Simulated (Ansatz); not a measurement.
`[SiH3][SiH]1B[SiH2]1` + CH₄ → `C[SiH]1B[SiH2]1` + SiH₄ at 400 K and 1 bar (formal exchange of groups at the Si–Si bond).

Gas-phase electronic energies from Ansatz, PBE0-D4/def2-TZVP geometries. CCSD(T)/CBS adds triple-zeta CCSD(T) − MP2 to the extrapolated MP2 energy (def2 sets, frozen cores). This one scheme is used for every species.

```json
{"species": "`[SiH3][SiH]1B[SiH2]1`", "CCSD(T)/CBS energy (Eh)": "-896.15716", "H − E (kJ/mol)": "201.0", "S (J/(mol·K))": "397.4"}
{"species": "CH₄", "CCSD(T)/CBS energy (Eh)": "-40.46206", "H − E (kJ/mol)": "131.3", "S (J/(mol·K))": "197.2"}
{"species": "`C[SiH]1B[SiH2]1`", "CCSD(T)/CBS energy (Eh)": "-645.14683", "H − E (kJ/mol)": "228.2", "S (J/(mol·K))": "374.3"}
{"species": "SiH₄", "CCSD(T)/CBS energy (Eh)": "-291.46306", "H − E (kJ/mol)": "96.9", "S (J/(mol·K))": "218.6"}
```

H − E and S are ideal-gas, rigid-rotor, harmonic terms from PBE0-D4/def2-TZVP, for one conformer and one mirror image of each species. 1 Eh = 2625.50 kJ/mol, R = 8.31446 J/(mol·K).

Question: By hand: ΔE, ΔH, ΔS and ΔG.

Answer: ΔE = (-645.14683) + (-291.46306) − (-896.15716) − (-40.46206) = 0.00933 Eh = 24.5 kJ/mol. Δ(H − E) = 228.2 + 96.9 − 201.0 − 131.3 = -7.2, so ΔH = 17.3 kJ/mol. ΔS = 374.3 + 218.6 − 397.4 − 197.2 = -1.7 J/(mol·K). ΔG = 17.3 − 400 × (-1.7)/1000 = 18.0 kJ/mol.

Question: By hand: the equilibrium constant, and the temperature at which ΔG would vanish if ΔH and ΔS stayed fixed.

Answer: log₁₀ K = −ΔG/(RT ln 10) = -2.4. ΔH and −TΔS have one sign here, so there is no such temperature.

The number of gas molecules stays the same, so ΔS is small and ΔH decides. A doubt of 5 kJ/mol in ΔE shifts log₁₀ K by 0.7 here. Other conformers and mirror images would add mixing entropy, several J/(mol·K) or more a flexible species. These are equilibria of isolated gas molecules and say nothing of rates. Largest T1 diagnostic: 0.016 (customary marks: 0.02 for closed shells, 0.045 for open ones).

ΔS is within the doubt of such terms, so its sign, and with it that verdict, could turn.
